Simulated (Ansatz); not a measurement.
Calculation: Ansatz (a program for electronic structure) with frozen-core CCSD(T)/def2-TZVPP // r2SCAN-D4/def2-TZVP. The geometry is that of the parent before the electron was removed.

Ansatz 0.2 input:
```yaml
crystal:
  periodic: [false, false, false]
  atoms:
    - { symbol: In, position_ang: [0.000001, -0.00001, 0.000005] }
    - { symbol: H, position_ang: [-1.483427, -0.873348, 0.018981] }
    - { symbol: H, position_ang: [-0.014791, 1.720669, -0.051646] }
    - { symbol: H, position_ang: [1.498217, -0.84731, 0.03266] }
basis:
  gaussian: { orbitals: def2-TZVPP }
correlation:
  method: ccsd_t
total_charge: 1
magnetization:
  spin_polarized: true
  initial_magnetization: 1
```

Output:

```
Functional definition: HF
713 factors; integrals over basis functions are off by at most 5.5e-4 eV
mean field evaluation 1: about -5184.1060 eV, gradient 8.4e0 eV
mean field evaluation 2: about -5184.1052 eV, gradient 8.4e0 eV
mean field evaluation 4: about -5184.9971 eV, gradient 1.8e0 eV
mean field evaluation 8: about -5185.0797 eV, gradient 6.2e-3 eV
mean field evaluation 16: about -5185.0602 eV, gradient 3.0e-1 eV
mean field evaluation 32: about -5185.0611 eV, gradient 8.2e-1 eV
mean field evaluation 64: about -5185.0620 eV, gradient 1.2e-1 eV
mean field evaluation 96: about -5185.0770 eV, gradient 2.8e-1 eV
mean field evaluation 128: about -5185.0624 eV, gradient 3.1e-3 eV
mean field -5185.07974055 eV, -190.5481658918 hartree, gradient 5.5e-6 eV, S^2 0.872862; 9 other end points of the search recorded, 0 dependent functions left out
determinant -5185.07974055 eV, -190.5481658918 hartree, with singles and doubles -5193.04958039 eV, -190.8410521040 hartree
determinant -5185.07968378 eV, -190.5481638057 hartree, with singles and doubles -5193.05001774 eV, -190.8410681763 hartree
determinant -5185.06244814 eV, -190.5475304076 hartree, with singles and doubles -5193.03610150 eV, -190.8405567639 hartree
determinant -5185.06238819 eV, -190.5475282044 hartree, with singles and doubles -5193.03541950 eV, -190.8405317009 hartree
determinant -5185.07974055 eV, -190.5481658918 hartree, with singles and doubles -5192.99094333 eV, -190.8388972317 hartree
determinant -5185.07968378 eV, -190.5481638057 hartree, with singles and doubles -5192.99088436 eV, -190.8388950647 hartree
determinant -5185.06244814 eV, -190.5475304076 hartree, with singles and doubles -5192.98086488 eV, -190.8385268553 hartree
determinant -5185.06238819 eV, -190.5475282044 hartree, with singles and doubles -5192.98080728 eV, -190.8385247389 hartree
4 core orbitals not correlated
reference -5185.07974055 eV, -190.5481658918 hartree; 8, 7 occupied and 80, 81 virtual orbitals, 713 factors
second order -7.53431538 eV of doubles, -0.00000000 eV of singles
cycle   1  -7.91120073 eV  change    2.1e-6 eV  update   2.7e-6
perturbative correction -0.20509750 eV, -0.0075371942 hartree
Total energy: -5193.19603878 eV, -190.8464343505 hartree
```

Cost: about 2.4 core-minutes (a rough figure).
